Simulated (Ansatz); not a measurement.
S-phenylthianthrenium bistriflimide, `O=S(=O)([N-]S(=O)(=O)C(F)(F)F)C(F)(F)F.c1ccc([S+]2c3ccccc3Sc3ccccc32)cc1`, relaxed as a singlet with RKS PBE-D4/def2-SVP in Ansatz, starting from the GFN2-xTB geometry. Force threshold 0.03 eV/Å.

Single mean-field runs in def2-SVP are fitted with def2-universal-jkfit.

Start:

```
atom   x (Å)   y (Å)   z (Å)
  O1   1.288  -0.461  -1.978
  S2   1.150   0.857  -2.566
  O3   0.079   1.019  -3.491
  N4   1.158   1.895  -1.394
  S5   0.711   3.356  -1.815
  O6   1.264   3.761  -3.063
  O7   0.800   4.232  -0.693
  C8  -1.161   3.157  -2.081
  F9  -1.597   1.997  -1.550
 F10  -1.555   3.213  -3.340
 F11  -1.810   4.122  -1.417
 C12   2.772   1.082  -3.505
 F13   3.274  -0.115  -3.831
 F14   2.645   1.777  -4.620
 F15   3.664   1.681  -2.716
 C16  -4.168  -1.315   2.334
 C17  -2.916  -1.401   2.925
 C18  -1.774  -1.196   2.172
 C19  -1.900  -0.902   0.823
 S20  -0.461  -0.607  -0.247
 C21   0.429  -2.125   0.110
 C22  -0.289  -3.311   0.027
 C23   0.350  -4.527   0.173
 C24   1.722  -4.558   0.384
 C25   2.435  -3.382   0.470
 C26   1.799  -2.146   0.331
 S27   2.827  -0.730   0.449
 C28   1.751   0.544   0.994
 C29   2.357   1.604   1.668
 C30   1.609   2.670   2.119
 C31   0.234   2.678   1.943
 C32  -0.377   1.632   1.281
 C33   0.380   0.572   0.799
 C34  -3.147  -0.808   0.225
 C35  -4.285  -1.018   0.987
 H36  -5.053  -1.477   2.930
 H37  -2.829  -1.626   3.977
 H38  -0.797  -1.258   2.627
 H39  -1.350  -3.272  -0.166
 H40  -0.215  -5.442   0.103
 H41   2.232  -5.504   0.482
 H42   3.500  -3.392   0.636
 H43   3.428   1.579   1.802
 H44   2.096   3.502   2.601
 H45  -0.357   3.510   2.288
 H46  -1.442   1.646   1.108
 H47  -3.214  -0.565  -0.823
 H48  -5.259  -0.946   0.528
```

| step | energy (eV) | largest force component (eV/Å) | SCF passes |
| --- | --- | --- | --- |
| 1 | -90150.3800 | 3.393 | 25 |
| 2 | -90151.1776 | 1.692 | 21 |
| 3 | -90151.3461 | 0.391 | 21 |
| 4 (rejected) | -90151.2368 | 0.796 | 22 |
| 5 | -90151.4002 | 0.179 | 21 |
| 6 | -90151.4198 | 0.120 | 21 |
| 7 | -90151.4322 | 0.113 | 21 |
| 8 | -90151.4470 | 0.128 | 21 |
| 9 | -90151.4572 | 0.261 | 21 |
| 10 | -90151.4650 | 0.218 | 22 |
| 11 | -90151.4769 | 0.211 | 21 |
| 15 | -90151.5063 | 0.277 | 20 |
| 19 | -90151.5343 | 0.248 | 21 |
| 23 | -90151.5853 | 0.421 | 21 |
| 27 | -90151.6304 | 0.152 | 21 |
| 31 | -90151.6655 | 0.117 | 20 |
| 35 | -90151.7143 | 0.169 | 20 |
| 39 | -90151.7417 | 0.051 | 21 |
| 43 | -90151.7466 | 0.112 | 21 |
| 47 | -90151.7526 | 0.127 | 21 |
| 51 | -90151.7644 | 0.268 | 20 |
| 55 | -90151.8129 | 0.254 | 20 |
| 59 | -90151.8623 | 0.154 | 22 |
| 63 | -90151.8728 | 0.036 | 22 |
| 64 | -90151.8731 | 0.025 | 21 |

Force components are those of the run's own axes.

End:

Cartesian coordinates in Å:
```
O 1.6474 0.0741 -2.5780
S 0.9506 1.3688 -2.7646
O 0.5213 1.8155 -4.1025
N -0.2473 1.3813 -1.6281
S -1.1824 2.7033 -1.3918
O -0.4967 3.9918 -1.6203
O -1.9410 2.4666 -0.1372
C -2.5249 2.6399 -2.7395
F -2.9548 1.3720 -2.9334
F -2.0662 3.1201 -3.8915
F -3.5677 3.3782 -2.3322
C 2.2575 2.6579 -2.2035
F 3.4684 2.1473 -2.4821
F 2.1070 3.8057 -2.8579
F 2.1859 2.8785 -0.8802
C -4.0877 -0.3246 1.2683
C -3.0564 -0.5143 2.2060
C -1.7378 -0.7041 1.7754
C -1.4812 -0.6979 0.3937
S 0.1638 -0.9040 -0.2800
C 0.6415 -2.5127 0.4287
C -0.3079 -3.4879 0.7699
C 0.1252 -4.7772 1.1105
C 1.4960 -5.0827 1.1123
C 2.4411 -4.1004 0.7907
C 2.0210 -2.8035 0.4354
S 3.2413 -1.5981 -0.0261
C 2.5775 -0.1470 0.7582
C 3.4553 0.7270 1.4275
C 2.9594 1.8861 2.0364
C 1.5875 2.1808 1.9958
C 0.6986 1.3291 1.3278
C 1.2100 0.1762 0.7191
C -2.4948 -0.5131 -0.5551
C -3.8092 -0.3270 -0.1058
H -5.1180 -0.1614 1.6181
H -3.2796 -0.5062 3.2833
H -0.9228 -0.8499 2.4986
H -1.3798 -3.2465 0.7518
H -0.6162 -5.5465 1.3696
H 1.8357 -6.0937 1.3811
H 3.5177 -4.3247 0.8204
H 4.5258 0.4795 1.4728
H 3.6549 2.5660 2.5504
H 1.2012 3.1022 2.4550
H -0.3624 1.5995 1.2158
H -2.2474 -0.4688 -1.6232
H -4.6095 -0.1549 -0.8397
```

By distances, no bond broke or formed. The bond that changes most is S2–N4, from 1.57 to 1.65 Å (atoms count from 1).

No frequencies were taken in this run, so the end may be a saddle point.

Run time 7.8 min (2 threads of AMD EPYC 7R13 on a shared host and a share (18 GiB) of an NVIDIA H100 80GB HBM3), peak host memory 1.1 GiB.
